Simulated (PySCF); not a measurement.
**How methods differ on the ionisation energy of Ga⁺**

Ga⁺ [Ar] 3d10 4s2 (1S) → Ga²⁺ [Ar] 3d10 4s1 (2S), as a difference of total energies. All numbers are calculated (PySCF 2.14, scalar relativity through the core potential, in aug-cc-pwCVTZ-PP with ECP10MDF (8s7p6d4f1g, 96 functions)). Correlated levels: valence: 3s2 3p6 3d10 frozen; valence and next inner shell: nothing frozen outside the core potential. The calculations carry no spin-orbit coupling.

```json
{"method": "UHF", "ionisation energy (eV)": "18.744"}
{"method": "LDA", "ionisation energy (eV)": "21.139"}
{"method": "PBE", "ionisation energy (eV)": "20.722"}
{"method": "PBE0", "ionisation energy (eV)": "20.392"}
{"method": "r2SCAN", "ionisation energy (eV)": "20.527"}
{"method": "r2SCANh", "ionisation energy (eV)": "20.438"}
{"method": "M06-L", "ionisation energy (eV)": "20.574"}
{"method": "B97-3", "ionisation energy (eV)": "20.574"}
{"method": "wB97X", "ionisation energy (eV)": "20.695"}
{"method": "MP2 (valence)", "ionisation energy (eV)": "19.489"}
{"method": "SCS-MP2 (valence)", "ionisation energy (eV)": "19.638"}
{"method": "MP2 (valence and next inner shell)", "ionisation energy (eV)": "20.397"}
{"method": "SCS-MP2 (valence and next inner shell)", "ionisation energy (eV)": "20.381"}
```

Errors of the correlated levels include the incompleteness of this basis and the frozen core.

Problem. Which method comes closest to the reference value, and which is furthest?

Solution. The reference is 20.515 eV (measured; NIST Atomic Spectra Database, ionization energies). Closest: r2SCAN (error 0.012 eV); furthest: UHF (error -1.771 eV).
